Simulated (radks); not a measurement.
Q: Successive ionisation energies (eV) of one element, from differences of total energies of ions in their ground configurations, starting at charge 0: 13.814, 35.366, 55.518, 77.801, 112.65, 139.08, 739.38, 870.93. All-electron calculation, scalar-relativistic Kohn-Sham, BLYP, spin-polarised, spherical densities, finite nucleus; open shells are filled with parallel spins first; Fermi nuclear charge, rms radius 2.6991 fm. Program: a radial shooting solver on a logarithmic mesh with Libxc functionals. Which element is it?

A: Oxygen (Z = 8). The first species listed is O in [He] 2s2 2p4, the last O7+ in 1s1.
